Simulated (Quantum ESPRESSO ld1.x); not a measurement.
Values are calculated unless marked as measured or tabulated.
Problem. Si6+, configuration [He] 2s2 2p4. Level of theory: non-relativistic Kohn-Sham, LDA (Slater exchange, Perdew-Zunger correlation), spin-polarised, spherical densities, point nucleus; open shells are filled with parallel spins first (ld1.x of Quantum ESPRESSO 7.5). Some entries of the table are withheld. Estimate them.

orbital,occ.,eigenvalue (eV),<1/r> (bohr^-1),<r^2> (bohr^2)
1s up,1,-1936.10,13.53,0.01685
1s down,1,-1931.87,13.55,0.01678
2s up,1,-272.321,2.747,(1)
2s down,1,-265.391,2.716,(2)
2p up,3,-233.665,2.674,(3)
2p down,1,-225.761,2.644,(4)
3s up,0,-87.6406,0.9888,2.381
3s down,0,-86.3764,0.9760,2.439
3p up,0,-77.3911,0.9390,2.513
3p down,0,-76.0761,0.9262,2.594

Solution. 
(1) 2s up <r^2> (bohr^2): 0.3366
(2) 2s down <r^2> (bohr^2): 0.3434
(3) 2p up <r^2> (bohr^2): 0.2875
(4) 2p down <r^2> (bohr^2): 0.2965
